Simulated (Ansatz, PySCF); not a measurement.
Spin states of HNiO (SMILES [OH][Ni]), each relaxed with B3LYP-D3(BJ)/def2-TZVP.
State 1 (charge 0, multiplicity 2):
```json
[
 {"atom": "Ni", "x (Å)": "-0.8819", "y (Å)": "-0.6364", "z (Å)": "-0.7730"},
 {"atom": "O", "x (Å)": "0.4311", "y (Å)": "-0.1373", "z (Å)": "0.2906"},
 {"atom": "H", "x (Å)": "0.4178", "y (Å)": "0.8211", "z (Å)": "0.4122"}
]
```
State 2 (charge 0, multiplicity 4):
```xyz
3

Ni    -0.910    -0.700    -0.803
O      0.390    -0.096     0.265
H      0.487     0.843     0.467
```

Singlets are restricted, other states unrestricted; no spin–orbit coupling, no relativity up to Kr; see below for the cores. The largest T1 diagnostic is 0.064.

Programs: Ansatz (Gaussian orbitals); PySCF for the dispersion terms. Values without a source in brackets are computed.

```json
[
 {"level": "SVWN5/def2-TZVPP", "energy of the multiplicity-4 state less that of the multiplicity-2 state (kcal/mol)": "29.90"},
 {"level": "PBE/def2-TZVPP", "energy of the multiplicity-4 state less that of the multiplicity-2 state (kcal/mol)": "24.34"},
 {"level": "PBE-D3(BJ)/def2-TZVPP", "energy of the multiplicity-4 state less that of the multiplicity-2 state (kcal/mol)": "24.33"},
 {"level": "BLYP/def2-TZVPP", "energy of the multiplicity-4 state less that of the multiplicity-2 state (kcal/mol)": "25.19"},
 {"level": "BLYP-D4/def2-TZVPP", "energy of the multiplicity-4 state less that of the multiplicity-2 state (kcal/mol)": "25.18"},
 {"level": "r2SCAN-D3(BJ)/def2-TZVPP", "energy of the multiplicity-4 state less that of the multiplicity-2 state (kcal/mol)": "13.29"},
 {"level": "r2SCAN-D4/def2-TZVPP", "energy of the multiplicity-4 state less that of the multiplicity-2 state (kcal/mol)": "13.29"},
 {"level": "PBE0-D4/def2-TZVPP", "energy of the multiplicity-4 state less that of the multiplicity-2 state (kcal/mol)": "___"},
 {"level": "wB97X-V/def2-TZVPP", "energy of the multiplicity-4 state less that of the multiplicity-2 state (kcal/mol)": "___"}
]
```

### Question
Some entries are withheld; supply them.

### Answer

- PBE0-D4/def2-TZVPP, energy of the multiplicity-4 state less that of the multiplicity-2 state (kcal/mol): 15.69
- wB97X-V/def2-TZVPP, energy of the multiplicity-4 state less that of the multiplicity-2 state (kcal/mol): 22.23

Doubts at one or more of the structures used: a spin-contaminated determinant (r2SCAN-D3(BJ)/def2-TZVPP, r2SCAN-D4/def2-TZVPP).

Ansatz is a program for electronic structure.
